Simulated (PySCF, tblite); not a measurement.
Isomers of C9H9N3, one GFN2-xTB conformer each. Single-point energies are computed at PBE0/pcSseg-1 (PySCF, gas phase, no added dispersion term), electronic only.

Question: Rank them by PBE0/pcSseg-1 energy, lowest first (kJ/mol).
A. `[cH:1]1[cH:2][cH:3][c:4]2[c:5]([cH:6]1)[n:7][n:8][n:9]2[CH:10]1[CH2:11][CH2:12]1` with N8–N9–C10–C11 -33°
B. `[CH3:1][c:2]1[cH:3][cH:4][cH:5][c:6](-[n:7]2[cH:8][n:9][n:10][cH:11]2)[cH:12]1` with C5–C6–N7–C8 146°
C. `[CH3:1][n:2]1[cH:3][c:4](-[c:5]2[cH:6][cH:7][cH:8][cH:9][cH:10]2)[n:11][n:12]1` with C3–C4–C5–C6 0°
D. `[CH3:1][c:2]1[cH:3][cH:4][c:5](-[n:6]2[n:7][cH:8][cH:9][n:10]2)[cH:11][cH:12]1` with C4–C5–N6–N7 180°
E. `[CH3:1][c:2]1[cH:3][cH:4][cH:5][cH:6][c:7]1-[n:8]1[n:9][cH:10][cH:11][n:12]1` with C6–C7–N8–N9 0°
F. `[CH3:1][c:2]1[cH:3][cH:4][cH:5][cH:6][c:7]1-[n:8]1[cH:9][n:10][cH:11][n:12]1` with C6–C7–N8–C9 36°
G. `[CH2:1]=[CH:2][c:3]1[n:4][n:5][n:6]2[c:7]([CH3:8])[cH:9][cH:10][cH:11][c:12]12` with C1–C2–C3–N4 0°
H. `[CH3:1][n:2]1[cH:3][n:4][n:5][c:6]1-[c:7]1[cH:8][cH:9][cH:10][cH:11][cH:12]1` with N5–C6–C7–C8 -143°
I. `[cH:1]1[cH:2][c:3]([CH:4]2[CH2:5][CH2:6]2)[n:7]2[n:8][n:9][cH:10][c:11]2[cH:12]1` with C2–C3–C4–C5 35°

Answer: F (0.0), H (23.2), B (30.6), D (38.3), C (53.7), E (53.7), G (107.6), A (132.4), I (149.9).

As drawn, the highest has a three-membered ring, which the lowest lacks. Neighbours under 10 kJ/mol apart (Cn1cnnc1-c1ccccc1 and Cc1cccc(-n2cnnc2)c1; Cc1cccc(-n2cnnc2)c1 and Cc1ccc(-n2nccn2)cc1; Cn1cc(-c2ccccc2)nn1 and Cc1ccccc1-n1nccn1) can change places with a better method, another conformer or zero-point energy. GFN2-xTB itself gives, in the same order: 0.0, 25.2, 15.7, 39.5, 71.7, 45.7, 103.0, 102.0, 103.8. Both levels put the same isomer lowest; measured from each level's own lowest isomer, the values differ by up to 46.1 kJ/mol (c1cc(C2CC2)n2nncc2c1: 103.8 against 149.9).

Q: Which frontier levels, dipoles and rotational constants go with these structures?

A: 
```json
{"SMILES": "Cc1ccccc1-n1cncn1", "HOMO (eV, PBE0/pcSseg-1)": "-7.10", "LUMO (eV)": "-1.00", "dipole (D)": "2.82", "A, B, C (MHz)": "2204, 712.9, 558.4"}
{"SMILES": "Cn1cnnc1-c1ccccc1", "HOMO (eV, PBE0/pcSseg-1)": "-6.84", "LUMO (eV)": "-0.99", "dipole (D)": "5.94", "A, B, C (MHz)": "2270, 656.1, 534.4"}
{"SMILES": "Cc1cccc(-n2cnnc2)c1", "HOMO (eV, PBE0/pcSseg-1)": "-7.16", "LUMO (eV)": "-1.14", "dipole (D)": "6.65", "A, B, C (MHz)": "2441, 574.5, 477.3"}
{"SMILES": "Cc1ccc(-n2nccn2)cc1", "HOMO (eV, PBE0/pcSseg-1)": "-6.61", "LUMO (eV)": "-1.09", "dipole (D)": "0.45", "A, B, C (MHz)": "3592, 523.3, 458.1"}
{"SMILES": "Cn1cc(-c2ccccc2)nn1", "HOMO (eV, PBE0/pcSseg-1)": "-6.50", "LUMO (eV)": "-0.79", "dipole (D)": "4.37", "A, B, C (MHz)": "3285, 509.7, 442.5"}
{"SMILES": "Cc1ccccc1-n1nccn1", "HOMO (eV, PBE0/pcSseg-1)": "-6.73", "LUMO (eV)": "-1.10", "dipole (D)": "0.50", "A, B, C (MHz)": "2162, 745.6, 556.3"}
{"SMILES": "C=Cc1nnn2c(C)cccc12", "HOMO (eV, PBE0/pcSseg-1)": "-6.00", "LUMO (eV)": "-1.41", "dipole (D)": "4.40", "A, B, C (MHz)": "2056, 742.7, 547.4"}
{"SMILES": "c1ccc2c(c1)nnn2C1CC1", "HOMO (eV, PBE0/pcSseg-1)": "-6.78", "LUMO (eV)": "-1.21", "dipole (D)": "3.99", "A, B, C (MHz)": "2445, 682.5, 556.9"}
{"SMILES": "c1cc(C2CC2)n2nncc2c1", "HOMO (eV, PBE0/pcSseg-1)": "-6.28", "LUMO (eV)": "-1.25", "dipole (D)": "4.55", "A, B, C (MHz)": "1773, 829.7, 591.3"}
```

Q: What happens when harmonic zero-point energies from GFN2-xTB frequencies are added?

A: 
```csv
SMILES,ZPE (kJ/mol),electronic (kJ/mol),with ZPE (kJ/mol)
Cc1ccccc1-n1cncn1,429.7,0.0,0.0
Cn1cnnc1-c1ccccc1,429.1,23.2,22.6
Cc1cccc(-n2cnnc2)c1,427.8,30.6,28.7
Cc1ccc(-n2nccn2)cc1,428.4,38.3,36.9
Cn1cc(-c2ccccc2)nn1,427.5,53.7,51.5
Cc1ccccc1-n1nccn1,429.6,53.7,53.6
C=Cc1nnn2c(C)cccc12,424.4,107.6,102.3
c1ccc2c(c1)nnn2C1CC1,430.5,132.4,133.1
c1cc(C2CC2)n2nncc2c1,431.3,149.9,151.5
```

The zero-point energies span 6.9 kJ/mol. The order is unchanged.

Q: As an exercise, what shares would exp(−E/RT) give at 2000 K from these electronic energies alone (no entropy, no degeneracies)?

A: RT = 16.629 kJ/mol: Cc1ccccc1-n1cncn1 63.0 %, Cn1cnnc1-c1ccccc1 15.6 %, Cc1cccc(-n2cnnc2)c1 10.0 %, Cc1ccc(-n2nccn2)cc1 6.3 %, Cn1cc(-c2ccccc2)nn1 2.5 %, Cc1ccccc1-n1nccn1 2.5 %, C=Cc1nnn2c(C)cccc12 0.1 %, c1ccc2c(c1)nnn2C1CC1 under 0.1 %, c1cc(C2CC2)n2nncc2c1 under 0.1 %.
